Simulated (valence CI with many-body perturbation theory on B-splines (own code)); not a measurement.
# I⁴⁰⁺: what each term of the Hamiltonian does

Calculated by configuration interaction combined with many-body perturbation theory (CI+MBPT): three valence electrons over a frozen Dirac-Fock core [Ne], radial functions for each j: 11 s, 11 p, 9 d, 7 f, 5 g, 2 h, 1 i, with the one-electron correlation potential Σ1, the two-electron term Σ2, the three-electron term Σ3, Breit, model QED; selected CI, second order for the rest (own B-spline code, finite nucleus).

The last digits are not significant, and no measured levels were compared; by estimate large intervals hold to a few tenths of a per cent, small ones and those within an open d or f shell to about a per cent.

Each rung adds one term. CI alone is the Dirac-Coulomb CI over the frozen core; QED comes last and gives the full result, which names the levels. Energies are above (3s^2 3p1/2) J=1/2 on the same rung, in eV.

Levels are named by their leading jj configuration (3d3/2^4 stands for four electrons in 3d with j = 3/2), which in mixed levels can hold well under half, so a name can repeat and another be missing. Letters in brackets count levels of one name in rising energy.

```
                     Level  CI alone
        (3s^2 3p3/2) J=3/2     76.52
        (3s 3p1/2^2) J=1/2     98.76
(3s 3p1/2 3p3/2) J=3/2 [a]    158.30
    (3s 3p1/2 3p3/2) J=5/2    169.48
(3s 3p1/2 3p3/2) J=3/2 [b]    184.65
    (3s 3p1/2 3p3/2) J=1/2    193.08
        (3s^2 3d3/2) J=3/2    229.30
        (3s^2 3d5/2) J=5/2    231.88
        (3s 3p3/2^2) J=5/2    256.15
        (3s 3p3/2^2) J=1/2    269.82
        (3s 3p3/2^2) J=3/2    275.16
     (3p1/2^2 3p3/2) J=3/2    285.83
(3s 3p1/2 3d3/2) J=3/2 [a]    299.88
    (3s 3p1/2 3d3/2) J=5/2    307.29
    (3s 3p1/2 3d3/2) J=1/2    324.52
(3s 3p1/2 3d3/2) J=3/2 [b]    325.59
```

Problem. What do these energies become with core correlation, Breit and QED?

Solution. (3s^2 3p3/2) J=3/2 75.65 (-0.872); (3s 3p1/2^2) J=1/2 98.40 (-0.357); (3s 3p1/2 3p3/2) J=3/2 [a] 157.28 (-1.014); (3s 3p1/2 3p3/2) J=5/2 168.10 (-1.374); (3s 3p1/2 3p3/2) J=3/2 [b] 183.19 (-1.460); (3s 3p1/2 3p3/2) J=1/2 191.40 (-1.688); (3s^2 3d3/2) J=3/2 227.00 (-2.296); (3s^2 3d5/2) J=5/2 229.68 (-2.199); (3s 3p3/2^2) J=5/2 253.46 (-2.687); (3s 3p3/2^2) J=1/2 267.53 (-2.290); (3s 3p3/2^2) J=3/2 272.43 (-2.734); (3p1/2^2 3p3/2) J=3/2 283.89 (-1.947); (3s 3p1/2 3d3/2) J=3/2 [a] 297.76 (-2.119); (3s 3p1/2 3d3/2) J=5/2 304.93 (-2.357); (3s 3p1/2 3d3/2) J=1/2 321.99 (-2.526); (3s 3p1/2 3d3/2) J=3/2 [b] 322.94 (-2.649).

Problem. How does the ionisation energy move along the ladder, and which term matters most?

Solution. CI alone 2929.8, + Σ1 2930.8, + Σ2 2930.6, + Σ3 2930.6, + Breit 2927.7, + QED 2927.7 eV. The largest step is Breit, -2.9 eV. NIST lists 2926 ± 4 eV (theoretical).
